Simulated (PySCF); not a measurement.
PySCF 2.14 output of a UHF calculation on a single atom or ion in x2c-TZVPall (8s6p6d1f, 63 functions), with scalar relativity by spin-free X2C-1e:

```
SCF conv_tol = 1e-09
number electrons alpha = 21  beta = 18
cycle= 1 E= -3595.99250381711  delta_E= -0.00418  |g|= 0.0176  |ddm|= 0.0511
cycle= 2 E= -3595.99265136192  delta_E= -0.000148  |g|= 0.00353  |ddm|= 0.00993
cycle= 3 E= -3595.99265844708  delta_E= -7.09e-06  |g|= 0.000425  |ddm|= 0.00336
cycle= 4 E= -3595.99265858828  delta_E= -1.41e-07  |g|= 0.000167  |ddm|= 0.000939
cycle= 5 E= -3595.9926586226  delta_E= -3.43e-08  |g|= 2e-05  |ddm|= 0.000892
cycle= 6 E= -3595.99265862333  delta_E= -7.28e-10  |g|= 4.16e-06  |ddm|= 0.000242
converged SCF energy = -3595.99265862333  <S^2> = 3.7545203  2S+1 = 4.0022595
```

The run itself started from symmetry-adapted Hartree-Fock orbitals and held the occupation by maximum overlap, so the iterations belong to that start.

**Question.** Which element, charge and spin multiplicity is this?

**Answer.** Zr⁺ (zirconium, charge +1), multiplicity 4; the state was [Kr] 4d2 5s1, high-spin 4F determinant.
